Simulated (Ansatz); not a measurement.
Geometry optimisation, Ansatz 0.2.0, RKS PBE0-D4/6-31G*.

The input (input.yaml):

```yaml
crystal:
  periodic: [false, false, false]
  atoms:
    - { symbol: "N", position_ang: [-1.2567, 1.0863, 1.2137] }
    - { symbol: C, position_ang: [-0.3881, 0.3129, 0.5441] }
    - { symbol: C, position_ang: [-0.5999, -1.0187, 0.5073] }
    - { symbol: Si, position_ang: [0.5033, -2.3624, -0.2256] }
    - { symbol: Si, position_ang: [1.1087, 1.2263, -0.297] }
    - { symbol: S, position_ang: [0.2704, 3.0581, -1.0979] }
    - { symbol: H, position_ang: [-1.3366, 2.0849, 0.8372] }
    - { symbol: H, position_ang: [-2.1841, 0.7295, 1.3265] }
    - { symbol: H, position_ang: [-1.429, -1.4178, 1.0706] }
    - { symbol: H, position_ang: [0.3338, -2.3012, -1.6769] }
    - { symbol: H, position_ang: [1.8419, -2.2258, 0.1939] }
    - { symbol: H, position_ang: [-0.0639, -3.6776, 0.2574] }
    - { symbol: H, position_ang: [2.0891, 1.5947, 0.7169] }
    - { symbol: H, position_ang: [1.6371, 0.4455, -1.3815] }
    - { symbol: H, position_ang: [-0.548, 2.4146, -1.9593] }
basis:
  gaussian: { orbitals: "6-31G*" }
hamiltonian:
  xc: pbe0
  dispersion: d4
relax:
  f_tol: 0.015
  max_steps: 40
```

Launched with:

```bash
$ ansatz run input.yaml --threads 2 --pin off --max-ram 3072MiB --backend cpu --events-out ev --progress --plain --runs-dir out
```

Task: Where does it end, and by what steps?

Result: The forces met the threshold. After 8 steps the energy has fallen by 0.443 eV; H8 moved furthest, 0.24 Å.

```csv
step,energy less start (eV),largest force component (eV/Å),accepted
0,0.0000,4.333,yes
1,-0.3790,1.187,yes
2,-0.4136,0.429,yes
3,-0.4361,0.200,yes
4,-0.4407,0.176,yes
5,-0.4425,0.072,yes
6,-0.4422,0.075,no
7,-0.4432,0.016,yes
8,-0.4433,0.013,yes
```

```xyz
15
Properties=species:S:1:pos:R:3
N -1.312 1.167 1.235
C -0.475 0.316 0.549
C -0.615 -1.034 0.529
Si 0.490 -2.300 -0.261
Si 0.997 1.154 -0.273
S 0.364 3.007 -1.172
H -1.368 2.123 0.910
H -2.193 0.789 1.557
H -1.476 -1.446 1.067
H 0.435 -2.298 -1.755
H 1.929 -2.157 0.115
H 0.034 -3.642 0.203
H 2.023 1.582 0.712
H 1.579 0.238 -1.285
H -0.435 2.449 -2.103
```

Run time: 55 s on 2 threads of Intel(R) Xeon(R) Platinum 8259CL CPU @ 2.50GHz (Skylake/Cascade Lake), with other jobs on the host, peak memory 0.35 GiB.
